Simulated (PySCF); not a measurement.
Cd(Br)(SeH) (BrCdHSe), SMILES [SeH][Cd][Br].

Geometry optimised at r2SCAN-D4/def2-SVP. The def2 effective core potentials stand for the cores of Cd; spin–orbit coupling is left out. One conformer was computed; it need not be the lowest.

Calculation: TDDFT-PBE/def2-SVPD in PySCF.

Vertical excitations. The molecule is in vacuum. State labels are in the subgroup Cs.

```csv
state,symmetry,energy (eV),λ (nm),f,main pairs
S1,A",3.51,353,0.009,HOMO→LUMO 100 %
S2,A',4.41,281,0.010,HOMO−1→LUMO 100 %
S3,A",4.43,280,0.015,HOMO−2→LUMO 100 %
S4,A",4.55,272,0.000,HOMO→LUMO+1 99 %
S5,A',5.04,246,0.003,"HOMO→LUMO+2 76 %, HOMO−3→LUMO 23 %"
S6,A",5.43,228,0.018,HOMO→LUMO+3 91 %
S7,A",5.48,226,0.002,HOMO−2→LUMO+1 92 %
S8,A',5.53,224,0.009,HOMO−1→LUMO+1 84 %
S9,A",5.87,211,0.000,HOMO−1→LUMO+2 100 %
S10,A',5.96,208,0.087,"HOMO−2→LUMO+2 71 %, HOMO−4→LUMO 11 %"
T1,A",3.19,389,0,HOMO→LUMO 100 %
T2,A',4.12,301,0,HOMO−1→LUMO 100 %
T3,A",4.14,299,0,HOMO−2→LUMO 100 %
T4,A",4.43,280,0,HOMO→LUMO+1 99 %
```
Triplets are in the Tamm–Dancoff approximation, which puts them higher than full response would, so one can lie above its singlet here.
